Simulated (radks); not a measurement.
Task: Successive ionisation energies (eV) of one element, from differences of total energies of ions in their ground configurations, starting at charge 0: 7.137, 18.687, 31.238, 45.231, 60.426, 76.671, 93.861, 111.92, 178.91, 200.52, 222.64, 245.24, 268.26, 291.62, 346.22, 370.13, 675.05, 732.98, 792.53, 853.69, 916.42, 980.70. Method: non-relativistic Kohn-Sham, LDA (Slater exchange, Perdew-Wang correlation), spin-unpolarised, spherical densities, point nucleus; relativity is left out, which matters for an element this heavy; computed with a radial shooting solver on a logarithmic mesh with Libxc functionals. Which element is it?

Result: Ruthenium (Z = 44). The first species listed is Ru in [Kr] 4d7 5s1, the last Ru21+ in [Ar] 3d5.
